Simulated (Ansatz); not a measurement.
A run for Ansatz (a first-principles code): U-B2PLYP/def2-TZVPP on Mn, 2S+1 = 6, a spin state set in the input, which need not be the lowest.

Ansatz 0.2 input:
```yaml
crystal:
  periodic: [false, false, false]
  atoms:
    - {symbol: Mn, position_ang: [0.00000000, 0.00000000, 0.00000000]}
basis:
  gaussian:
    orbitals: def2-TZVPP
hamiltonian:
  xc: {name: B2PLYP}
magnetization: {spin_polarized: true, initial_magnetization: 5}
correlation: {electrons: valence}
scf: {lower_state_search: full}
```

Program output:

```
Functional definition: B2PLYP
[...]
integrals: 0.02 GiB planned
455 factors; integrals over basis functions are off by at most 1.9e-4 eV
mean field: 0.18 GiB planned
mean field evaluation 1: about -31311.1328 eV, gradient 1.2e1 eV
mean field evaluation 2: about -31311.1502 eV, gradient 1.2e1 eV
mean field evaluation 4: about -31311.4179 eV, gradient 1.4e0 eV
mean field evaluation 8: about -31311.4231 eV, gradient 2.1e-3 eV
mean field evaluation 16: about -31311.4231 eV, gradient 1.0e-6 eV
mean field evaluation 32: about -31311.4231 eV, gradient 4.8e-4 eV
mean field evaluation 64: about -31311.4231 eV, gradient 7.0e-4 eV
mean field -31311.42312249 eV, -1150.6735761066 hartree, gradient 1.0e-6 eV, S^2 8.759303; 4 other end points of the search recorded, 0 dependent functions left out
5 core orbitals not correlated
reference -31311.42321321 eV, -1150.6735794407 hartree; 10, 5 occupied and 49, 54 virtual orbitals, 455 factors
second order -13.96815103 eV of doubles, -0.00000000 eV of singles
Total energy: -31315.19461399 eV, -1150.8121758629 hartree
```

The calculation finished and met its thresholds.

Cost: roughly 5 core-seconds.
